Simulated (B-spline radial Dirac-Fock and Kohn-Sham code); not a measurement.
# X-ray scattering factor of Sb³³⁺

System: the Sb³³⁺ ion, configuration [Ne] 3s2 3p6.

Input of the calculation (task.json; shells as n, l, electrons):

```json
{"items": [{
  "Z": 51,
  "q": 33,
  "cfg": [[1, 0, 2], [2, 0, 2], [2, 1, 6], [3, 0, 2], [3, 1, 6]],
  "A": 121,
  "rrms": 4.6802,
  "do": ["scatter"],
  "s": [0.0, 0.05, 0.1, 0.15, 0.2, 0.25, 0.3, 0.35, 0.4, 0.45, 0.5, 0.6, 0.7, 0.8, 0.9, 1.0, 1.1, 1.2, 1.4, 1.6, 1.8, 2.0, 2.5, 3.0, 3.5, 4.0, 5.0, 6.0],
  "pz": [0, 0.1, 0.14, 0.2, 0.29, 0.4, 0.57, 0.81, 1.2, 1.6, 2.3, 3.3, 4.7, 6.6, 9.4, 13.0, 19.0, 27.0, 38.0, 54.0, 76.0],
  "hv_scatter": [1000, 2000, 8047.8, 10000, 30000, 50000, 100000, 500000]
}]}
```

Run with: `python xray_run.py task.json out`

The computed values come from a B-spline atomic structure program: configuration-average Dirac-Fock orbitals. f₀ is the Fourier transform of the spherical electron density, S the Waller-Hartree incoherent function, and s = sin θ/λ. The electron scattering factor follows from the Mott-Bethe formula f_e = 0.023934 Å⁻¹·(Z − f₀)/s².

```csv
s (Å⁻¹),f₀,S,f_e (Å)
0,18.000,0.000,–
0.05,17.983,0.019,316.091
0.1,17.932,0.075,79.144
0.15,17.848,0.167,35.265
0.2,17.731,0.295,19.906
0.25,17.583,0.455,12.797
0.3,17.405,0.647,8.934
0.35,17.197,0.868,6.604
0.4,16.963,1.114,5.091
0.45,16.704,1.383,4.054
0.5,16.422,1.671,3.310
0.6,15.798,2.293,2.340
0.7,15.112,2.956,1.753
0.8,14.382,3.637,1.369
0.9,13.629,4.318,1.104
1,12.870,4.982,0.913
1.1,12.122,5.622,0.769
1.2,11.398,6.229,0.658
1.4,10.066,7.337,0.500
1.6,8.929,8.303,0.393
1.8,8.001,9.141,0.318
2,7.267,9.867,0.262
2.5,6.044,11.307,0.172
3,5.250,12.399,0.122
3.5,4.555,13.290,0.091
4,3.880,14.036,0.070
5,2.716,15.144,0.046
6,1.951,15.853,0.033
```

f₀ starts at the number of electrons, 18, and has fallen to half at s ≈ 1.59 Å⁻¹. The sum of ⟨r²⟩ over the electrons is 0.9220 bohr². For an ion f_e diverges as s goes to zero, because of the net charge.
